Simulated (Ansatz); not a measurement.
Ideal-gas functions of Cl$_{2}$HIOZr, SMILES `[OH][Zr]([Cl])([Cl])[I]` at 600 K and 1 bar, from an Ansatz frequency run at PBE0-D4/def2-TZVP.

Molar mass 306.04 g/mol, point group Cs (symmetry number 1), electronic degeneracy 1, moments of inertia 380.949, 865.628, 1001.319 u Å². Harmonic wavenumbers (cm⁻¹, unscaled): 72, 83, 101, 130, 146, 235, 238, 263, 399, 421, 762, 3978.

Use S(trans) = R[1.5 ln M + 2.5 ln T − 1.1517]; rotational temperatures θ = 24.2544 K / I; S(rot) = R[ln(√π/σ · √(T³/θAθBθC)) + 1.5]; for each mode x = 1.438777 ν̃/T, S = R[x/(eˣ − 1) − ln(1 − e⁻ˣ)] and H = RT x/(eˣ − 1); 1 cm⁻¹ = 0.0119627 kJ/mol; R = 8.31446 J/(mol·K).

**Question.** By hand: the entropy, in J/(mol·K).

**Answer.** Translation 194.8. Rotation: θ = 0.0637, 0.028, 0.0242 K, giving 138.8. Vibration, mode by mode: 22.93, 21.75, 20.12, 18.04, 17.08, 13.19, 13.09, 12.28, 8.99, 8.58, 4.37, 0.01, in all 160.4. Electronic 0.0. Sum 494.0 J/(mol·K).

**Question.** By hand: H − E and G − E in kJ/mol, counted from the electronic energy.

**Answer.** Zero-point energy ½ × 6828 × 0.0119627 = 40.8; thermal vibration 40.5; translation, rotation and pV give 4 RT = 20.0. H − E = 101.3 kJ/mol, and G − E = 101.3 − 600 × 494.0/1000 = -195.1 kJ/mol.

Vibration gives 32 % of the entropy, 99.9 J/(mol·K) of it from the modes under 150 cm⁻¹: soft modes count most, and the harmonic formula is weakest for them. The sum counts one conformer and one mirror image; others add a mixing term.
